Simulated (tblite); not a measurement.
Species: C7H12SSi.
Atom-mapped SMILES: `[CH2:1]=[CH:2][C@@:3]1([C:4]([CH3:5])=[S:6])[SiH2:7][C@@H:8]1[CH3:9]` (hydrogens: H10, H11 on C1; H12 on C2; H13, H14, H15 on C5; H16, H17 on Si7; H18 on C8; H19, H20, H21 on C9)

Cartesian coordinates in Å at the GFN2-xTB level; atoms count from 1:
```xyz
21
C7H12SSi angstrom
C     -0.732    1.771   -1.658
C     -0.950    0.566   -1.147
C     -0.096   -0.160   -0.196
C     -0.743   -0.785    0.915
C     -2.221   -0.612    1.088
S      0.051   -1.751    2.001
Si     1.236   -1.453   -0.973
C      1.397    0.217   -0.148
C      2.086    0.546    1.155
H      0.111    2.383   -1.385
H     -1.415    2.207   -2.367
H     -1.842    0.032   -1.453
H     -2.526   -1.003    2.056
H     -2.502    0.438    1.012
H     -2.760   -1.162    0.314
H      1.320   -2.748   -0.346
H      1.208   -1.388   -2.429
H      1.587    1.002   -0.878
H      1.961   -0.243    1.891
H      3.150    0.691    0.983
H      1.672    1.466    1.569
```

Method: GFN2-xTB as coded in tblite; computed harmonic values from a numerical Hessian at the method's own geometry, unscaled. This tight-binding method is rough: wavenumbers can miss measured ones by several per cent, in bad cases by 10 to 20. Modes of hydrogen on silicon can be 10 to 20 % off. One conformer, not necessarily the lowest.

Harmonic wavenumbers (cm⁻¹): 50.9, 76.6, 94.1, 157.0, 179.2, 199.1, 216.2, 238.7, 268.5, 312.1, 346.6, 380.4, 395.5, 423.1, 484.3, 503.7, 541.0, 558.3, 633.7, 665.6, 718.0, 753.0, 872.7, 880.7, 972.9, 980.0, 989.1, 1006.4, 1020.2, 1082.2, 1102.6, 1135.9, 1172.4, 1221.4, 1302.0, 1318.9, 1356.8, 1388.4, 1407.0, 1421.6, 1468.8, 1473.7, 1485.4, 1489.2, 1674.1, 2319.6, 2458.9, 2974.0, 2987.2, 3000.1, 3004.6, 3023.7, 3034.8, 3043.3, 3054.5, 3105.3, 3125.7.

A = 1381, B = 1090, C = 838.3 MHz; mass 156.043 u (most abundant isotopes); point group C1, symmetry number 1.

**Question.** What is the zero-point energy?

**Answer.** Half the sum of the wavenumbers: 35775 cm⁻¹ = 427.96 kJ/mol.

**Question.** Give the ideal-gas entropy at 200 K and 1 bar in the rigid-rotor, harmonic-oscillator model (classical rotation).

**Answer.** Translation 163.54, rotation 120.21, vibration 93.91: S = 377.7 J/(mol K).

**Question.** And Cp and H(200 K) − H(0)?

**Answer.** Cp = 144.00 J/(mol K), of which vibrations give 110.74 (their classical limit is 57 R = 473.9); H(200 K) − H(0) = 17.39 kJ/mol without the zero-point energy, 10.74 from vibrations.

**Question.** Which modes carry the vibrational entropy at 200 K?

**Answer.** 50.9 cm⁻¹: 16.71; 76.6 cm⁻¹: 13.37; 94.1 cm⁻¹: 11.72; 157.0 cm⁻¹: 7.73; 179.2 cm⁻¹: 6.76; 199.1 cm⁻¹: 6.00 J/(mol K); the other 51 give 31.62 together.

**Question.** How do the functions run with temperature in this model?

**Answer.** 
```
 T (K)  S (J/(mol K))  Cp (J/(mol K))  H − H(0) (kJ/mol)  G − H(0) (kJ/mol)  ln q(vib)
   150          340.2           117.4              10.85             -40.18       3.24
   250          412.5           169.0              25.22             -77.91       6.46
298.15          444.3           192.2              33.92             -98.54       8.03
   400          507.2           237.0              55.83            -147.04      11.31
   600          616.9           304.8             110.43            -259.73      17.54
   900          754.0           370.2             212.49            -466.09      26.14
```

q(vib) and H(0) count from the zero-point level.

**Question.** Blend soft modes into free rotors: weight 1/[1 + (100 cm⁻¹/ν̃)⁴] for the oscillator and the rest for a rotor with moment μB/(μ + B), μ = h/(8π²ν), B = 10⁻⁴⁴ kg m². What vibrational entropy results?

**Answer.** 88.92 J/(mol K) in place of 93.91, which changes −T·S at 200 K by +1.00 kJ/mol.

**Question.** What must be added to the electronic energy to get the Gibbs energy at 200 K and 1 bar?

**Answer.** ZPE + [H(200 K) − H(0)] − T·S = 427.96 + 17.39 − 75.53 = 369.82 kJ/mol.

Hindered rotation and anharmonicity are outside this model. Other conformers, if any are populated, would add a mixing term that is left out. The structure is chiral; the term R ln 2 for an equal mix with its mirror image is left out.
